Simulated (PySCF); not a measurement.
Property card for `C[C@@H]([O-])C(F)(F)F`

C3H4F3O (charge -1).
Geometry (GFN2-xTB, Å), atoms numbered from 1 in this order:
```xyz
11
C3H4F3O angstrom
C      1.2406   -0.3077   -0.2900
C      0.0841    0.7368   -0.0982
O     -0.1434    1.5384   -1.0772
C     -1.1761   -0.1602    0.2787
F     -2.2926    0.5566    0.5249
F     -1.0060   -0.9095    1.4191
F     -1.5310   -1.0662   -0.6603
H      1.3518   -0.9437    0.5877
H      1.0264   -0.9172   -1.1652
H      2.1645    0.2384   -0.4638
H      0.2872    1.2370    0.9184
```

Structural features include: CF3 group and C–F bond.

**GFN2-xTB geometry**

```yaml
Point_group_of_the_GFN2-xTB_geometry: C1
Rotational_constants_A_B_C_of_the_GFN2-xTB_geometry: 3.583, 2.367, 1.956 GHz
```

**PBE0/pcSseg-1 ground state and GIAO shieldings, non-relativistic (PySCF)**

```yaml
HOMO_energy: -0.03 eV
LUMO_energy: 6.40 eV
HOMO–LUMO_gap: 6.43 eV
Lowest_Hirshfeld_atomic_charge: -0.54 e on O3
Highest_Hirshfeld_atomic_charge: +0.22 e on C4
13C_chemical_shifts_computed_TMS_as_zero_by_class: 141.8 (C4), 89.3 (C2), 27.9 (C1) ppm
1H_chemical_shifts_computed_TMS_as_zero_by_class: 6.48 (H11), 0.72 (H8/H9/H10) ppm
Isotropic_shieldings_of_nuclei_other_than_C_and_H_by_class: 246 (O3), 276 (F5/F6/F7) ppm
Mayer_bond_orders_between_heavy_atoms: C1–C2 0.90, C2–O3 1.57, C2–C4 0.84, C4–F5 0.98, C4–F6 0.91, C4–F7 0.96
```

**delta-SCF UKS SCAN, pcX-2 on the ionised atom, pcseg-1 elsewhere, spin-free X2C (PySCF)**

```yaml
Core_binding_energies: C1s 285.5 (C1), C1s 287.0 (C2), C1s 292.1 (C4), O1s 529.5 (O3), F1s 688.8 (F5/F6/F7) eV
```

Monoisotopic mass of the ion (most abundant isotopes, electron mass counted): 113.0220 u.

The rotational constants make it an asymmetric top with κ = (2B − A − C)/(A − C) = -0.50, nearer the prolate limit (−1). With B = h/(8π²I), that is 505.379 GHz u Å² over I, the principal moments of inertia are 141.0, 213.6 and 258.3 u Å² (most abundant isotopes); the inertial defect Ic − Ia − Ib is -96.3 u Å² (zero for a rigid planar frame, negative otherwise).

Isolated species at its GFN2-xTB geometry, gas phase. NMR classes are plain means over equivalent atoms (diastereotopic ones count apart unless rotation or inversion swaps them), as if these changed places fast; in this geometry the members of some classes differ. No diffuse functions stand in pcSseg-1, which bears on an anion's orbital energies.

For the core-ionisation job (SCAN ΔSCF), the run took 29 s of wall time on Intel Xeon 6975P-C, one thread, no GPU, shared host, and the process peaked at 0.46 GiB of memory.
